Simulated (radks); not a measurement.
Values are calculated unless marked as measured or tabulated.
The nuclear charge of the beryllium ion Be2+ is varied continuously with 2 electrons held in [He]. Level of theory: scalar-relativistic Kohn-Sham, r2SCAN, spin-unpolarised, spherical densities, finite nucleus; meta-GGA in the generalised Kohn-Sham scheme; Fermi nuclear charge, rms radius 2.519 fm (a radial shooting solver on a logarithmic mesh with Libxc functionals). By the Hellmann-Feynman theorem dE/dZ = E(electron-nucleus)/Z, the electronic potential at the nucleus (averaged over a nucleus of fixed radius). The scalar-relativistic energy here is not variational (the density holds large components alone), so the two differ by a part that grows with Z.

Z     E (hartree)  E(electron-nucleus)/Z (hartree)  HOMO  e(HOMO) (eV)  <r> HOMO (bohr)
3.5     -10.22123                         -6.37779    1s       -94.831           0.4824
3.75    -11.87823                         -6.87815    1s       -113.84           0.4464
4       -13.66034                         -7.37859    1s       -134.55           0.4154
4.25    -15.56757                         -7.87913    1s       -156.96           0.3885
4.5     -17.59994                         -8.37975    1s       -181.07           0.3648
4.75    -19.75749                         -8.88047    1s       -206.89           0.3439
5       -22.04024                         -9.38129    1s       -234.41           0.3252

The central difference of E at Z = 4 is -7.379 hartree, to compare with the third column; the second derivative is -2 hartree.
